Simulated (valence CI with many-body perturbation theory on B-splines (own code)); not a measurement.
## Ce LIII: E2, E3, M1, M2 decay

Computed by configuration interaction combined with many-body perturbation theory (CI+MBPT): four valence electrons over a frozen Dirac-Fock core [He], a basis of 11 s, 11 p, 9 d, 7 f, 5 g, 2 h, 1 i functions for each j, with the one-electron correlation potential Σ1 (screened to all orders), the two-electron term Σ2, the three-electron term Σ3, Breit, model QED; selected single and double excitations, second order for the rest (own B-spline code, finite nucleus).

No measured spectrum was set against this ion. As an estimate, large intervals hold to a few tenths of a per cent, small ones and those within an open d or f shell to about a per cent. Among the levels kept, up to 260 cm⁻¹ of a level comes from second order outside the variational space, and about a tenth of that is noise between levels of different J, which matters for small intervals.

Lines 1 to 50 of 52 in falling wavelength, among levels below 511.18 Ry, chosen from the decays that carry over 1 % of a level's rate. Wavelengths and rates use the calculated energies. Electric multipoles are in the length gauge, E1 and E2 with the static RPA response of the core. Weak lines are less certain than strong ones. Lines between different terms over intervals too small for the method are left out, as are lines whose strength nearly cancels. The highest levels of a list are the least certain.

Levels are named by their leading jj configuration (3d3/2^4 stands for four electrons in 3d with j = 3/2), which in mixed levels can hold well under half, so a name can repeat and another be missing. Letters in brackets count levels of one name in rising energy.

| λ vac (Å) | Upper | Lower | Type | A (s⁻¹) | Branch % |
| --- | --- | --- | --- | --- | --- |
| 752.2 | (2s^2 2p1/2 2p3/2) J=2 | (2s^2 2p1/2 2p3/2) J=1 | M1 | 1.18e+04 | 1.0 |
| 26.89 | (2s^2 2p1/2 2p3/2) J=1 | (2s^2 2p1/2^2) J=0 | M1 | 6.34e+08 | 100.0 |
| 26.22 | (2s^2 2p3/2 3d5/2) J=4 | (2s^2 2p1/2 3d5/2) J=3 | M1 | 5.14e+08 | 1.2 |
| 26.08 | (2s^2 2p3/2^2) J=2 | (2s^2 2p1/2 2p3/2) J=2 | M1 | 5.15e+08 | 21.3 |
| 25.96 | (2s^2 2p1/2 2p3/2) J=2 | (2s^2 2p1/2^2) J=0 | E2 | 1.17e+06 | 99.0 |
| 25.21 | (2s^2 2p3/2^2) J=2 | (2s^2 2p1/2 2p3/2) J=1 | M1 | 5.21e+08 | 21.5 |
| 23.11 | (2s^2 2p3/2^2) J=0 | (2s^2 2p1/2 2p3/2) J=1 | M1 | 1.28e+09 | 41.9 |
| 2.446 | (2s^2 2p3/2 3d5/2) J=4 | (2s 2p3/2^3) J=2 | E2 | 7.37e+08 | 1.7 |
| 2.259 | (2s 2p1/2 2p3/2 3p1/2) J=2 [c] | (2s 2p1/2 2p3/2^2) J=2 [b] | E2 | 2.00e+11 | 1.5 |
| 2.256 | (2s^2 2p3/2 3p1/2) J=2 | (2s^2 2p3/2^2) J=0 | E2 | 1.17e+11 | 4.3 |
| 2.255 | (2s 2p1/2 2p3/2 3p1/2) J=2 [c] | (2s 2p1/2 2p3/2^2) J=1 [a] | E2 | 1.65e+11 | 1.2 |
| 2.253 | (2s^2 2p3/2 3d5/2) J=4 | (2s 2p1/2 2p3/2^2) J=2 [b] | E2 | 7.01e+08 | 1.6 |
| 2.250 | (2s^2 2p1/2 3p1/2) J=1 | (2s^2 2p1/2 2p3/2) J=2 | E2 | 3.27e+11 | 33.9 |
| 2.249 | (2s 2p1/2^2 3p1/2) J=0 | (2s 2p1/2^2 2p3/2) J=2 | E2 | 6.34e+11 | 19.7 |
| 2.243 | (2s^2 2p1/2 3p1/2) J=1 | (2s^2 2p1/2 2p3/2) J=1 | E2 | 3.23e+11 | 33.5 |
| 2.239 | (2s^2 2p3/2 3p1/2) J=1 | (2s^2 2p3/2^2) J=2 | E2 | 3.37e+11 | 11.1 |
| 2.238 | (2s^2 2p3/2 3p1/2) J=2 | (2s^2 2p3/2^2) J=2 | E2 | 4.48e+11 | 16.6 |
| 2.236 | (2s^2 2p1/2 3p1/2) J=0 | (2s^2 2p1/2 2p3/2) J=2 | E2 | 6.24e+11 | 23.9 |
| 2.226 | (2s 2p1/2 2p3/2 3p3/2) J=4 | (2s 2p1/2 2p3/2^2) J=2 [b] | E2 | 1.85e+10 | 2.6 |
| 2.226 | (2s^2 2p3/2 3d5/2) J=4 | (2s 2p1/2 2p3/2^2) J=3 | E2 | 3.33e+09 | 7.7 |
| 2.199 | (2s 2p1/2 2p3/2 3p3/2) J=4 | (2s 2p1/2 2p3/2^2) J=3 | E2 | 1.85e+11 | 25.9 |
| 2.198 | (2s 2p1/2 2p3/2 3p3/2) J=0 [b] | (2s 2p1/2 2p3/2^2) J=2 [b] | E2 | 3.27e+11 | 6.8 |
| 2.195 | (2s 2p1/2 2p3/2 3p3/2) J=1 [d] | (2s 2p1/2 2p3/2^2) J=2 [b] | E2 | 1.85e+11 | 1.3 |
| 2.191 | (2s 2p1/2 2p3/2 3p3/2) J=1 [d] | (2s 2p1/2 2p3/2^2) J=1 [a] | E2 | 1.61e+11 | 1.1 |
| 2.190 | (2s 2p1/2^2 3p3/2) J=2 | (2s 2p1/2^2 2p3/2) J=2 | E2 | 2.21e+11 | 2.2 |
| 2.189 | (2s^2 2p3/2 3p3/2) J=1 | (2s^2 2p3/2^2) J=2 | E2 | 2.05e+11 | 1.8 |
| 2.189 | (2s^2 2p1/2 3p3/2) J=2 | (2s^2 2p1/2 2p3/2) J=2 | E2 | 2.20e+11 | 15.2 |
| 2.187 | (2s^2 2p3/2 3p3/2) J=3 | (2s^2 2p3/2^2) J=2 | E2 | 2.27e+11 | 2.7 |
| 2.186 | (2s^2 2p1/2 3p3/2) J=1 | (2s^2 2p1/2 2p3/2) J=2 | E2 | 1.42e+11 | 1.3 |
| 2.184 | (2s 2p1/2 2p3/2 3p3/2) J=4 | (2s 2p1/2 2p3/2^2) J=2 [a] | E2 | 1.19e+10 | 1.7 |
| 2.182 | (2s^2 2p1/2 3p3/2) J=2 | (2s^2 2p1/2 2p3/2) J=1 | E2 | 9.78e+10 | 6.7 |
| 2.180 | (2s^2 2p1/2 3p3/2) J=1 | (2s^2 2p1/2 2p3/2) J=1 | E2 | 1.30e+11 | 1.1 |
| 2.169 | (2s^2 2p3/2 3p3/2) J=0 | (2s^2 2p3/2^2) J=2 | E2 | 5.56e+11 | 2.5 |
| 2.162 | (2s 2p1/2 2p3/2 3d5/2) J=5 | (2s 2p1/2 2p3/2^2) J=3 | M2 | 1.06e+10 | 39.2 |
| 2.162 | (2s 2p1/2 2p3/2 3d5/2) J=5 | (2s 2p1/2 2p3/2^2) J=3 | E3 | 5.20e+08 | 1.9 |
| 2.157 | (2s 2p1/2 2p3/2 3p3/2) J=0 [b] | (2s 2p1/2 2p3/2^2) J=2 [a] | E2 | 9.35e+10 | 2.0 |
| 2.151 | (2s^2 2p3/2 3d5/2) J=4 | (2s^2 2p3/2^2) J=2 | M2 | 1.01e+10 | 23.4 |
| 2.151 | (2s^2 2p3/2 3d5/2) J=4 | (2s^2 2p3/2^2) J=2 | E3 | 7.13e+08 | 1.7 |
| 2.049 | (2s^2 2p3/2 3d5/2) J=4 | (2s 2p1/2^2 2p3/2) J=2 | E2 | 4.31e+09 | 10.0 |
| 2.026 | (2s 2p1/2 2p3/2 3p3/2) J=4 | (2s 2p1/2^2 2p3/2) J=2 | E2 | 3.44e+11 | 48.3 |
| 2.022 | (2s 2p1/2 2p3/2 3p3/2) J=1 [d] | (2s 2p1/2^2 2p3/2) J=1 | E2 | 1.73e+11 | 1.2 |
| 2.020 | (2s^2 2p3/2 3p3/2) J=1 | (2s^2 2p1/2 2p3/2) J=2 | E2 | 2.44e+11 | 2.1 |
| 2.018 | (2s^2 2p1/2 3p3/2) J=2 | (2s^2 2p1/2^2) J=0 | E2 | 3.01e+11 | 20.8 |
| 2.017 | (2s^2 2p3/2 3p3/2) J=3 | (2s^2 2p1/2 2p3/2) J=2 | E2 | 1.51e+11 | 1.8 |
| 2.012 | (2s^2 2p3/2 3p3/2) J=3 | (2s^2 2p1/2 2p3/2) J=1 | E2 | 2.08e+11 | 2.4 |
| 2.003 | (2s^2 2p3/2 3p3/2) J=0 | (2s^2 2p1/2 2p3/2) J=2 | E2 | 2.85e+11 | 1.3 |
| 1.995 | (2s 2p1/2 2p3/2 3d5/2) J=5 | (2s 2p1/2^2 2p3/2) J=2 | E3 | 1.30e+09 | 4.8 |
| 1.987 | (2s^2 2p3/2 3d5/2) J=4 | (2s^2 2p1/2 2p3/2) J=2 | M2 | 4.34e+09 | 10.1 |
| 1.987 | (2s^2 2p3/2 3d5/2) J=4 | (2s^2 2p1/2 2p3/2) J=2 | E3 | 5.37e+08 | 1.2 |
| 1.982 | (2s^2 2p3/2 3d5/2) J=4 | (2s^2 2p1/2 2p3/2) J=1 | E3 | 8.93e+08 | 2.1 |
